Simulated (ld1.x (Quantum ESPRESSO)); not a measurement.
**An all-electron radial function and its pseudo partner (Hf (Z = 72))**

Columns: radius, all-electron u(r) and pseudo u(r) of the 6s shell (level -5.27 eV) of hafnium in the configuration [Xe] 4f14 5d2 6s2 6p0; LDA (PZ), scalar-relativistic, PAW scheme, ld1.x (Quantum ESPRESSO) 7.5.

| r (bohr) | all-electron | pseudo |
| --- | --- | --- |
| 0.210 | 0.0527 | -0.0741 |
| 0.420 | -0.1535 | -0.1471 |
| 0.630 | 0.1249 | -0.2178 |
| 0.840 | 0.2810 | -0.2853 |
| 1.050 | 0.2373 | -0.3485 |
| 1.260 | 0.0886 | -0.4065 |
| 1.470 | -0.0873 | -0.4585 |
| 1.680 | -0.2494 | -0.5038 |
| 1.890 | -0.3815 | -0.5419 |
| 2.100 | -0.4798 | -0.5723 |
| 2.310 | -0.5471 | -0.5946 |
| 2.520 | -0.5879 | -0.6085 |
| 2.730 | -0.6072 | -0.6141 |
| 2.940 | -0.6099 | -0.6112 |
| 3.150 | -0.5999 | -0.5999 |
| 3.360 | -0.5806 | -0.5806 |
| 3.570 | -0.5547 | -0.5547 |
| 3.780 | -0.5244 | -0.5244 |
| 3.990 | -0.4915 | -0.4915 |
| 4.200 | -0.4573 | -0.4573 |
| 4.410 | -0.4229 | -0.4229 |
| 4.620 | -0.3890 | -0.3890 |
| 4.830 | -0.3561 | -0.3561 |
| 5.040 | -0.3247 | -0.3247 |
| 5.250 | -0.2949 | -0.2949 |
| 5.460 | -0.2671 | -0.2671 |

**Question.** How many radial nodes do the two functions have?

**Answer.** The all-electron 6s function has n − l − 1 = 5 (the table is too coarse to show those close to the nucleus); the pseudo-wave has 0, since the states of the same l below it are removed with the core.

**Question.** At about which radius was the pseudo-wave matched?

**Answer.** 3.25 bohr, where the columns begin to agree (steps of 0.21 bohr).

**Question.** Is the pseudo-wave norm-conserving?

**Answer.** No, it belongs to a PAW set: the norm inside the radius is not constrained, and the difference is carried by the augmentation charge.
